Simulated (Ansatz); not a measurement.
Geometry optimisation, RKS revPBE-D4/def2-SVP (Ansatz).

The input (input.yaml):

```yaml
crystal:
  periodic: [false, false, false]
  atoms:
    - { symbol: In, position_ang: [-0.065868, -0.211278, 0.011465] }
    - { symbol: O, position_ang: [-0.063469, -0.325007, 2.017334] }
    - { symbol: H, position_ang: [-0.981775, -0.406767, 2.347725] }
    - { symbol: Cl, position_ang: [2.022106, -0.308985, -1.067676] }
    - { symbol: Cl, position_ang: [-2.099851, -0.220651, -1.179246] }
    - { symbol: S, position_ang: [0.58846, 3.035116, 1.566041] }
    - { symbol: H, position_ang: [1.900571, 2.695308, 1.4358] }
    - { symbol: H, position_ang: [0.322727, 1.840863, 2.223056] }
basis:
  gaussian: { orbitals: def2-SVP }
hamiltonian:
  xc: revpbe
  dispersion: d4
relax:
  f_tol: 0.03
  max_steps: 50
```

Run as:

```bash
$ ansatz run input.yaml --threads 4 --pin off --max-ram 5120MiB --backend cpu --events-out ev --progress --plain --runs-dir out
```

Task: Where does it end, and by what steps?

Result: The run converged. After 8 steps the energy has fallen by 0.326 eV; S6 moved furthest, 0.51 Å. Joined: In1–S6 (3.66 → 2.77 Å).

```
step  energy less start (eV)  largest force component (eV/Å)  accepted
   0                  0.0000                           0.618       yes
   1                 -0.1297                           0.405       yes
   2                 -0.2506                           0.500       yes
   3                 -0.2788                           0.546       yes
   4                 -0.3112                           0.486       yes
   5                 -0.3210                           0.156       yes
   6                 -0.3243                           0.052       yes
   7                 -0.3253                           0.038       yes
   8                 -0.3255                           0.016       yes
```

```xyz
8
Properties=species:S:1:pos:R:3
In 0.028 0.176 0.118
O -0.031 -0.170 2.162
H -0.881 -0.573 2.430
Cl 2.115 -0.235 -0.927
Cl -2.012 0.093 -1.087
S 0.433 2.683 1.232
H 1.776 2.439 1.232
H 0.196 1.685 2.195
```

Whether the end is a true minimum wasn't checked by a vibrational analysis.

Time of the run: 11 s on 4 threads of Arm Neoverse V2, with other jobs on the host, peak memory 0.17 GiB.
